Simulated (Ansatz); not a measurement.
Relaxation of BCl₂HO (5 atoms, charge 0, multiplicity 1), to a largest force component of 0.02 eV/Å in at most 40 steps.

Level of theory: Ansatz 0.2.0, RKS PBE-D4/def2-SVP.

```xyz
5
Properties=species:S:1:pos:R:3
B 0.000 0.000 0.000
Cl 0.000 0.000 1.860
O 1.221 0.000 -0.705
H 1.521 -0.952 -0.860
Cl -1.611 0.000 -0.930
```

**Question.** Where does it end, and by what steps?

**Answer.** The forces met the threshold. After 9 steps the energy has fallen by 0.709 eV; H4 moved furthest, 0.61 Å.

```tsv
step	energy less start (eV)	largest force component (eV/Å)	accepted
0	0.0000	1.842	yes
1	-0.2145	0.950	yes
2	-0.2232	0.735	yes
3	-0.3325	1.537	yes
4	-0.4111	1.389	yes
5	-0.5713	0.596	yes
6	-0.7021	0.419	yes
7	-0.7085	0.038	yes
8	-0.7085	0.049	no
9	-0.7086	0.013	yes
```

```xyz
5
Properties=species:S:1:pos:R:3
B -0.077 -0.113 -0.106
Cl 0.119 -0.124 1.660
O 0.956 -0.391 -0.933
H 1.776 -0.589 -0.444
Cl -1.643 0.265 -0.812
```

Time of the run: 15 s on 1 thread of Intel(R) Xeon(R) Platinum 8488C (Sapphire Rapids), on a shared host, peak memory 0.15 GiB.
